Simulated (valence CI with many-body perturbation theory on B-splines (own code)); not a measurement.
**F II: electric-dipole lines**

Calculated by relativistic CI+MBPT: six valence electrons over a frozen Dirac-Fock core [He], radial functions for each j: 9 s, 9 p, 8 d, 6 f, 3 g, 1 h, with the one-electron correlation potential Σ1 (screened to all orders), the two-electron term Σ2, the three-electron term Σ3, Breit, model QED; selected single and double excitations, second order for the rest, scaled by the run's own slope (own B-spline code, finite nucleus).

Set against measurement, 23 paired levels are off by 214 cm⁻¹ on average, the worst by 468. These come from a selection out of the NIST Handbook of Basic Atomic Spectroscopic Data. Levels without a partner in it may be off by more. Among the levels kept, up to 2300 cm⁻¹ of a level comes from second order outside the variational space, and about a tenth of that is noise between levels of different J, which matters for small intervals.

Lines 1 to 50 of 224 in falling wavelength, among levels below 241211 cm⁻¹, chosen from the strongest by gf and those to the six lowest levels. Wavelengths and rates use the calculated energies, so an error of 200 cm⁻¹ moves a line at 2306 nm by 4.6 % and its rate by three times that or more. Electric multipoles are in the length gauge, E1 and E2 with the static RPA response of the core. Weak lines are less certain than strong ones. Lines between different terms over intervals too small for the method are left out, as are lines whose strength nearly cancels. The highest levels of a list are the least certain.

Names give the largest LS component (configuration and term), which can be under half, so a name can repeat, a term be missing and a line seem to break the LS rules; names also repeat where a configuration has a term twice. Letters in brackets count levels of one name in rising energy.

```tsv
λ vac (nm)	λ from measured levels	Upper	Lower	A (s⁻¹)	S (a.u.) with core polarisation	S without
2977		2s²2p³3p ³P_2 [b]	2s²2p³4s ³S°_1	3.76e+05	2.45e+01	2.45e+01
2921		2s²2p³3p ³P_0 [b]	2s²2p³4s ³S°_1	4.39e+05	5.40e+00	5.40e+00
2914		2s²2p³3p ³P_1 [b]	2s²2p³4s ³S°_1	4.32e+05	1.58e+01	1.58e+01
2531		2s2p⁵ ¹P°_1	2s²2p³3p ³D_1	1.22e+03	2.92e-02	2.92e-02
2364		2s²2p³3p ³D_3	2s²2p³3d ³D°_2	7.03e+01	3.21e-03	3.21e-03
2359		2s²2p³3p ³D_3	2s²2p³3d ³D°_3	5.41e+02	2.45e-02	2.45e-02
2346		2s²2p³3p ³D_2	2s²2p³3d ³D°_2	5.03e+02	1.60e-02	1.60e-02
2344		2s²2p³3p ³D_1	2s²2p³3d ³D°_2	1.34e+02	2.56e-03	2.56e-03
2333		2s²2p³3p ³D_2	2s²2p³3d ³D°_1	1.09e+02	3.41e-03	3.41e-03
2331		2s²2p³3p ³D_1	2s²2p³3d ³D°_1	5.41e+02	1.01e-02	1.01e-02
2306	2402	2s²2p³3s ³D°_3	2s²2p³3p ³P_2 [a]	9.98e+03	4.23e-01	4.23e-01
2278	2390	2s²2p³3s ³D°_2	2s²2p³3p ³P_2 [a]	2.75e+03	8.02e-02	8.01e-02
2276	2388	2s²2p³3s ³D°_2	2s²2p³3p ³P_1 [a]	7.71e+03	2.24e-01	2.24e-01
2264	2383	2s²2p³3s ³D°_1	2s²2p³3p ³P_2 [a]	3.25e+02	5.58e-03	5.58e-03
2262	2380	2s²2p³3s ³D°_1	2s²2p³3p ³P_1 [a]	4.55e+03	7.79e-02	7.78e-02
2254	2382	2s²2p³3s ³D°_1	2s²2p³3p ³P_0 [a]	5.78e+03	9.80e-02	9.80e-02
2235		2s2p⁵ ¹P°_1	2s²2p³3p ¹P_1	1.12e+05	1.86e+00	1.86e+00
1892		2s²2p³3p ³P_1 [b]	2s²2p³4s ⁵S°_2	1.63e+02	1.64e-03	1.64e-03
1800		2s²2p³3p ³F_4	2s²2p³3d ³D°_3	7.19e+01	1.86e-03	1.86e-03
1792		2s²2p³3p ³F_3	2s²2p³3d ³D°_2	1.10e+02	2.18e-03	2.18e-03
1771		2s²2p³3p ³F_2	2s²2p³3d ³D°_1	1.16e+02	1.59e-03	1.59e-03
1675		2s²2p³3p ¹P_1	2s²2p³3s ³P°_1	1.94e+02	1.35e-03	1.35e-03
1659		2s²2p³3p ¹P_1	2s²2p³3s ³P°_0	2.91e+02	1.96e-03	1.96e-03
1547		2s²2p³3p ³D_3	2s²2p³3s ³P°_2	3.62e+04	4.63e-01	4.63e-01
1541		2s²2p³3p ³D_2	2s²2p³3s ³P°_1	2.84e+04	2.57e-01	2.56e-01
1540		2s²2p³3p ³D_1	2s²2p³3s ³P°_1	1.51e+04	8.17e-02	8.16e-02
1539		2s²2p³3p ³D_2	2s²2p³3s ³P°_2	8.59e+03	7.73e-02	7.72e-02
1538		2s²2p³3p ³D_1	2s²2p³3s ³P°_2	9.59e+02	5.17e-03	5.16e-03
1527		2s²2p³3p ³D_1	2s²2p³3s ³P°_0	2.16e+04	1.14e-01	1.14e-01
1225		2s²2p³3p ³P_2 [b]	2s²2p³3d ³D°_2	5.17e+05	2.35e+00	2.35e+00
1224		2s²2p³3p ³P_2 [b]	2s²2p³3d ³D°_3	2.92e+06	1.32e+01	1.32e+01
1222		2s²2p³3p ³P_2 [b]	2s²2p³3d ³D°_1	3.47e+04	1.56e-01	1.56e-01
1219		2s²2p³3p ¹P_1	2s²2p³3s ¹P°_1	2.73e+04	7.32e-02	7.31e-02
1215		2s²2p³3p ³P_1 [b]	2s²2p³3d ³D°_2	2.80e+06	7.43e+00	7.43e+00
1212		2s²2p³3p ³P_0 [b]	2s²2p³3d ³D°_1	3.86e+06	3.39e+00	3.39e+00
1211		2s²2p³3p ³P_1 [b]	2s²2p³3d ³D°_1	9.40e+05	2.47e+00	2.47e+00
1146		2s²2p³3p ³D_1	2s²2p³3s ¹P°_1	9.98e+02	2.22e-03	2.22e-03
962.8		2s²2p³3p ³P_2 [b]	2s²2p³3s ³P°_1	3.82e+04	8.41e-02	8.40e-02
961.9		2s²2p³3p ³P_2 [b]	2s²2p³3s ³P°_2	1.14e+05	2.51e-01	2.51e-01
956.9		2s²2p³3p ³P_0 [b]	2s²2p³3s ³P°_1	1.66e+05	7.20e-02	7.19e-02
956.1		2s²2p³3p ³P_1 [b]	2s²2p³3s ³P°_1	4.51e+04	5.83e-02	5.83e-02
955.2		2s²2p³3p ³P_1 [b]	2s²2p³3s ³P°_2	5.74e+04	7.41e-02	7.41e-02
950.8		2s²2p³3p ³P_1 [b]	2s²2p³3s ³P°_0	5.74e+04	7.31e-02	7.30e-02
511.2	510.3	2s²2p³3p ⁵P_2	2s²2p³3s ³S°_1	3.89e+03	1.28e-03	1.28e-03
486.2		2s²2p³3p ¹P_1	2s²2p³3s ¹D°_2	6.33e+07	1.08e+01	1.08e+01
475.0		2s²2p³3p ³D_3	2s²2p³3s ¹D°_2	1.72e+04	6.35e-03	6.35e-03
474.2		2s²2p³3p ³D_2	2s²2p³3s ¹D°_2	1.48e+03	3.88e-04	3.88e-04
474.1		2s²2p³3p ³D_1	2s²2p³3s ¹D°_2	1.20e+06	1.90e-01	1.90e-01
451.6	457.6	2s²2p³3s ³P°_0	2s²2p³3p ³P_1 [a]	4.41e+05	2.01e-02	2.01e-02
450.7	457.7	2s²2p³3s ³P°_2	2s²2p³3p ³P_2 [a]	3.04e+05	6.86e-02	6.86e-02
```
